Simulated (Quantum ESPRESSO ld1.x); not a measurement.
Results of a calculation; reference values are marked as such.
Problem. The aim is neutral carbon in [He] 2s2 2p2. What will ld1.x (Quantum ESPRESSO 7.5) do with this input?

```
 &input
    zed=6.0,
    iswitch=1,
    rel=2,
    lsd=2,
    dft='PZ',
    config='[He] 2s2 2p2',
    lsmall=.true.,
    prefix='ld1',
    max_out_wfc=37,
    file_charge='ld1.rho',
 /
```

Solution. Refused. The program stops in ld1_readin with "lsd not correct": lsd takes 0 or 1.

Output (excerpt):

```
     Program LD1 v.7.5 starts

 %%%%%%%%%%%%%%%%%%%%%%%%%%%%%%%%%%%%%%%%%%%%%%%%%%%%%%%%%%%%%%%%%%%%%%%%%%%%%%
     Error in routine ld1_readin (1):
     lsd not correct
 %%%%%%%%%%%%%%%%%%%%%%%%%%%%%%%%%%%%%%%%%%%%%%%%%%%%%%%%%%%%%%%%%%%%%%%%%%%%%%

     stopping ...
```

Run on one thread of a shared host, so times are rough (Intel(R) Xeon(R) Processor @ 2.60GHz): 0.27 s of CPU time, 0.85 s wall.
